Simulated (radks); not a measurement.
Values are calculated unless marked as measured or tabulated.
Q: Ionisation of neutral nitrogen, [He] 2s2 2p3, to N+, [He] 2s2 2p2, under several functionals. Scalar-relativistic Kohn-Sham, spin-unpolarised, spherical densities, finite nucleus; a radial shooting solver on a logarithmic mesh with Libxc functionals. The NIST Atomic Spectra Database gives 14.534 eV (measured). Rank these functionals by the error of their Delta-SCF ionisation energy: BLYP; PW91; PBEsol; SOGGA; B86b exchange with PBE correlation; MS2 meta-GGA.

A: From best to worst: PW91 13.672 eV (-0.862); B86b exchange with PBE correlation 13.627 eV (-0.907); BLYP 13.574 eV (-0.960); PBEsol 13.521 eV (-1.013); MS2 meta-GGA 13.512 eV (-1.022); SOGGA 13.410 eV (-1.124). Spin polarisation and multiplet splitting are left out, so open shells lie too high by an amount that depends on their filling.

Beside tabulated values, note that spin-unpolarised runs miss the spin-polarisation part of the exchange energy of open shells.
